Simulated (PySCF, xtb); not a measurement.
Te(NH2)(OSiH3) (H5NOSiTe), SMILES N[Te]O[SiH3].

The structure is a stationary point at PBE0-D3(BJ)/def2-SVP. The structure was generated by enumeration, and PubChem lists no compound with its InChIKey, so it may never have been made. The def2 effective core potentials stand for the cores of Te; spin–orbit coupling is left out. Other conformers were not sampled.

The numbers are results of IEF-PCM-M06-2X/def2-SVP in PySCF 2.14.0, not measurements.

The values are the electrostatic part of the solvation free energy, E(continuum) − E(gas) at the gas-phase geometry, in a cavity of scaled van der Waals radii (PySCF's table); cavitation and dispersion terms are not included. In vacuum the orbital gap is 7.10 eV. The dipole moment in vacuum is 1.50 D.

```json
[
 {"solvent": "water", "ε": "78.36", "ΔG(elec) (kcal/mol)": "…", "dipole (D)": "…", "gap (eV)": "…"},
 {"solvent": "cyclohexanone", "ε": "15.62", "ΔG(elec) (kcal/mol)": "-4.8", "dipole (D)": "1.98", "gap (eV)": "7.13"},
 {"solvent": "benzene", "ε": "2.27", "ΔG(elec) (kcal/mol)": "-2.3", "dipole (D)": "1.72", "gap (eV)": "7.12"}
]
```

Task: What belongs in the gaps? (Estimate from the structure and the level; the computed values follow.)

Result: 
- water, ΔG(elec) (kcal/mol): -5.2
- water, dipole (D): 2.03
- water, gap (eV): 7.13

For comparison, GFN2-xTB/ALPB(water) (xtb, at the GFN2-xTB geometry, all terms of that model) gives -5.2 kcal/mol.
